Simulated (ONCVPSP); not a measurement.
## Before and after: ONCV potential for nitrogen (N)

ONCVPSP 4.0.1 input, shortened (lines: element, Z, core and valence counts, functional; n l f; lmax; l rc ep ncon nbas qcut; lloc lpopt rc5 dvloc0; l nproj debl; icmod fcfact rcfact), PBE, scalar-relativistic:

```
  N 7.00    1    2        4      upf
    1    0    2.00
    2    0    1.50
    2    1    3.50
    1
    0    1.15    0.00    4    7    6.10
    1    1.90    0.00    4    9    8.30
    0    5    1.15    0.00
    0    0    1.30
    1    2    0.80
    2    0.70    0.85
```

All-electron outer shells of the reference configuration (PBE, scalar-relativistic, ld1.x):

| shell | level (eV) | outermost node (bohr) | outermost maximum (bohr) |
| --- | --- | --- | --- |
| 1s | -385.14 | – | 0.15 |
| 2s | -18.81 | 0.32 | 1.02 |
| 2p | -7.30 | – | 0.97 |

Change: p: qcut 11.2.

Cutoffs: the cutoffs (Ha) at which the residual kinetic energy of the hardest occupied pseudo-wave falls to 1 and 0.1 mHa per electron; they do not see the model core or the augmentation charge, which bear on the density cutoff. Errors are all-electron minus pseudo energies relative to the spin-unpolarised reference configuration.

Q: What does the change do?

A: The potential gets neither clearly harder nor softer (34 Ha and 84 Ha → 34 Ha and 84 Ha); of the 4 tests that both files solve, the error grows in 2 and shrinks in 2 by more than 15 % and 0.3 meV (median size 39.0 → 35.8 meV); neither file shows a bound ghost.

| quantity | base | changed |
| --- | --- | --- |
| cutoff, loose | 34 Ha | 34 Ha |
| cutoff, tight | 84 Ha | 84 Ha |
| loose cutoff by channel | s 34 Ha, p 20 Ha | s 34 Ha, p 23 Ha |
| bound ghosts | none | none |
| GHOST(+) flags under 300 eV | none | none |
| error for 2s2 2p3, meV [ΔE -5.75 eV] | +0.5 | +1.3 |
| error for 2s2 2p2, meV [ΔE 7.84 eV] | +74 | +60 |
| error for 2s2 2p1, meV [ΔE 36.69 eV] | +427 | +346 |
| error for 2s0 2p5, meV [ΔE 17.29 eV] | +4.4 | +12 |
| s: phases at 1.16 bohr within 0.05 rad from the reference energy up to (Ha; the scan ends near 5) | 3.6 | 3.6 |
| p: phases at 1.92 bohr within 0.05 rad from the reference energy up to (Ha; the scan ends near 5) | to the end of the scan | to the end of the scan |
| rms error of d²Exc/dni dnj with the model core, mHa | 1.96 | 1.94 |
